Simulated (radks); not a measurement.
Q: Species: Zr-. Configuration: [Kr] 4d3 5s2. Calculated with a radial shooting solver on a logarithmic mesh with Libxc functionals: scalar-relativistic Kohn-Sham, LDA (Slater exchange, Perdew-Wang correlation), spin-polarised, spherical densities, finite nucleus; open shells are filled with parallel spins first (spin-orbit coupling, left out, can overturn this in heavy ions); Fermi nuclear charge, rms radius 4.2694 fm; hard spherical wall at 2 bohr. Some entries of the table are withheld. Estimate them.

orbital  occ.  eigenvalue (eV)  <r^2> (bohr^2)
1s up       1        -17687.86        0.001857
1s down     1        -17687.85        0.001857
2s up       1        -2361.579         0.03129
2s down     1        -2360.733         0.03129
2p up       3        -2095.575         0.02463
2p down     3        -2094.914         0.02462
3s up       1        -307.7795          0.2472
3s down     1        -307.1705          0.2470
3p up       3        -221.5981          0.2574
3p down     3        -220.9436          0.2571
3d up       5         -79.3732          0.2665
3d down     5         -78.4946          0.2655
4s up       1          22.3234           1.354
4s down     1          24.9867           1.351
4p up       3          47.5410           1.440
4p down     3          50.2541           1.438
4d up       3          89.8479           1.542
4d down     0          92.5817           1.542
4f up       0         131.7451             (1)
4f down     0         134.4399             (2)
5s up       1         184.5950           1.650
5s down     1         186.5092           1.653
5p up       0         209.2571           1.605
5p down     0         211.1446           1.606
6s up       0         441.3821           1.575
6s down     0         443.2660           1.576

A: 
(1) 4f up <r^2> (bohr^2): 1.617
(2) 4f down <r^2> (bohr^2): 1.614
